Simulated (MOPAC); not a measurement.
Job for MOPAC: AM1 on BF2HSe (SMILES FB(F)[SeH]), a point of a torsion scan.

```
AM1 1SCF PRECISE CHARGE=0 THREADS=1
BF2HSe

F     -1.22298690 1     1.17784763 1    -0.01401781 1
B     -0.60424167 1     0.03377805 1     0.07218157 1
F     -1.28538708 1    -1.01217869 1    -0.30349094 1
Se     1.23015138 1    -0.11255528 1     0.78424818 1
H      1.87857926 1     0.06415285 1    -0.48706131 1
```

The log:

```
*******************************************************************************
 **                                                                           **
 **                              MOPAC v23.2.5                                **
 **                                                                           **
 *******************************************************************************
 ** MOPAC's Digital Object Identifier: https://doi.org/10.5281/zenodo.6511958 **
 **                                                                           **
 ** Please cite the open-source release paper for use of this MOPAC version:  **
 ** J. E. Moussa and J. J. P. Stewart (2026)                                  **
 ** MOPAC: An open-source semiempirical molecular orbital program             **
 ** J. Open Source Softw., 11(119), 8025, https://doi.org/10.21105/joss.08025 **
 *******************************************************************************

                              AM1 CALCULATION RESULTS

 *******************************************************************************
 *  AM1        - The AM1 Hamiltonian to be used
 *
 *
 *
 *                 CHARGE ON SYSTEM = 0
 *
 *
 *
 *  PRECISE    - TIGHTER CRITERIA TO BE USED
 *  1SCF       - DO 1 SCF AND THEN STOP
 *  THREADS=1  - MULTI-THREADING NOT USED
 *  T=         - A TIME OF 172800.0 SECONDS REQUESTED
 *  DUMP=N     - RESTART FILE WRITTEN EVERY 7200.0 SECONDS REQUESTED
 *******************************************************************************
AM1 1SCF PRECISE CHARGE=0 THREADS=1
 BF2HSe

   ATOM   CHEMICAL          X               Y               Z
  NUMBER   SYMBOL      (ANGSTROMS)     (ANGSTROMS)     (ANGSTROMS)

     1       F         -1.22298690  *   1.17784763  *  -0.01401781  *
     2       B         -0.60424167  *   0.03377805  *   0.07218157  *
     3       F         -1.28538708  *  -1.01217869  *  -0.30349094  *
     4      Se          1.23015138  *  -0.11255528  *   0.78424818  *
     5       H          1.87857926  *   0.06415285  *  -0.48706131  *



          CARTESIAN COORDINATES

    NO.       ATOM           X           Y           Z

     1         F         -1.2230      1.1778     -0.0140
     2         B         -0.6042      0.0338      0.0722
     3         F         -1.2854     -1.0122     -0.3035
     4        Se          1.2302     -0.1126      0.7842
     5         H          1.8786      0.0642     -0.4871

  H: (AM1): M.J.S. DEWAR ET AL, J. AM. CHEM. SOC. 107 3902-3909 (1985)
  B: (AM1): M.J.S. DEWAR ET AL, ORGANOMETALLICS, 7, 513-521 (1988)
  F: (AM1): M.J.S. DEWAR AND E. G. ZOEBISCH, THEOCHEM, 180, 1 (1988).
 Se: (AM1): J. J. P. STEWART, J. MOL. MOD., 10, 155-164 (2004)

           Empirical Formula: H F2 B Se  =     5 atoms



      MOLECULAR POINT GROUP   :   Cs


      RHF CALCULATION, NO. OF DOUBLY OCCUPIED LEVELS = 12


 -------------------------------------------------------------------------------
 AM1 1SCF PRECISE CHARGE=0 THREADS=1
 BF2HSe



     1SCF WAS SPECIFIED, SO BFGS WAS NOT USED
     SCF FIELD WAS ACHIEVED


                              AM1 CALCULATION
                                                       MOPAC v23.2.5 Linux




          FINAL HEAT OF FORMATION =       -164.35699 KCAL/MOL =    -687.66965 KJ/MOL


          COSMO AREA              =        101.20 SQUARE ANGSTROMS
          COSMO VOLUME            =         85.50 CUBIC ANGSTROMS

          IONIZATION POTENTIAL    =          8.160231 EV
          HOMO LUMO ENERGIES (EV) =         -8.160 -0.995
          NO. OF FILLED LEVELS    =         12
          MOLECULAR WEIGHT        =        128.7747         POINT GROUP:  Cs

          MOLECULAR DIMENSIONS (Angstroms)

            Atom       Atom       Distance
            H     5    F     3     3.34707
            F     1   Se     4     2.20452
            F     3   Se     4     1.14179


          SCF CALCULATIONS        =          1





   ATOM   CHEMICAL          X               Y               Z
  NUMBER   SYMBOL      (ANGSTROMS)     (ANGSTROMS)     (ANGSTROMS)

     1       F         -1.22298690  *   1.17784763  *  -0.01401781  *
     2       B         -0.60424167  *   0.03377805  *   0.07218157  *
     3       F         -1.28538708  *  -1.01217869  *  -0.30349094  *
     4      Se          1.23015138  *  -0.11255528  *   0.78424818  *
     5       H          1.87857926  *   0.06415285  *  -0.48706131  *

                             CARTESIAN COORDINATES

   1    F       -1.222986900     1.177847630    -0.014017810
   2    B       -0.604241670     0.033778050     0.072181570
   3    F       -1.285387080    -1.012178690    -0.303490940
   4   Se        1.230151380    -0.112555280     0.784248180
   5    H        1.878579260     0.064152850    -0.487061310


           Empirical Formula: H F2 B Se  =     5 atoms



      MOLECULAR POINT GROUP   :   Cs


                  EIGENVALUES
 -51.39191 -50.17670 -22.83962 -20.14462 -17.79483 -17.42280 -17.07739 -14.90806
 -14.77105 -12.73276 -11.11646  -8.16023  -0.99474   0.13200   1.58418   5.09507
   6.37373


              NET ATOMIC CHARGES AND DIPOLE CONTRIBUTIONS

  ATOM NO.   TYPE          CHARGE      No. of ELECS.   s-Pop       p-Pop
    1          F          -0.136651        7.1367     1.87727     5.25938
    2          B           0.209486        2.7905     1.16573     1.62478
    3          F          -0.136375        7.1364     1.87725     5.25912
    4         Se           0.077389        5.9226     1.96011     3.96250
    5          H          -0.013849        1.0138     1.01385
 DIPOLE           X         Y         Z       TOTAL
 POINT-CHG.     1.369    -0.122     0.605     1.502
 HYBRID        -0.611     0.169    -1.030     1.209
 SUM            0.758     0.047    -0.425     0.870


          ATOMIC ORBITAL ELECTRON POPULATIONS

     Atom    s        px        py        pz
    1  F   1.87727   1.82563   1.59187   1.84189
    2  B   1.16573   0.66152   0.56815   0.39512
    3  F   1.87725   1.80361   1.65003   1.80548
    4 Se   1.96011   0.98617   1.96759   1.00875
    5  H   1.01385

 **********************
 *                    *
 * JOB ENDED NORMALLY *
 *                    *
 **********************




 == MOPAC DONE ==
```

The run finished.

Cost: around 0.04 core-seconds (rough).
